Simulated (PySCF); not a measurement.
Al(Me)2(PH2) (C2H8AlP), SMILES [CH3][Al]([PH2])[CH3]. Heavy atoms are numbered as in [Al:1]([CH3:2])([CH3:6])[PH2:10]. Hydrogens are named by the atom that carries them.

Geometry: PBE0-D3(BJ)/def2-SVP. The structure was generated by enumeration; whether it is a known compound was not checked. Other conformers were not sampled.

All values below come from PBE0/pcSseg-1 run with PySCF.

GIAO shieldings, no solvent; atoms alike by connectivity are averaged. δ = σ(ref) − σ: ¹³C against TMS (σ = 186.3 ppm); ¹H against TMS (σ = 31.56 ppm); ³¹P against PH3 (σ = 586.6 ppm), references at their B3LYP-D3(BJ)/def2-TZVP geometries, non-relativistic.

Computed chemical shifts:
```json
[
 {"nucleus": "¹³C", "atoms": "C2 (CH3)", "count": "2", "δ (ppm)": "-2.5"},
 {"nucleus": "¹H", "atoms": "H on P10", "count": "2", "δ (ppm)": "1.63"},
 {"nucleus": "¹H", "atoms": "H on C2", "count": "6", "δ (ppm)": "0.19"},
 {"nucleus": "³¹P", "atoms": "P10 (PH2)", "count": "1", "δ (ppm)": "-9.9"}
]
```
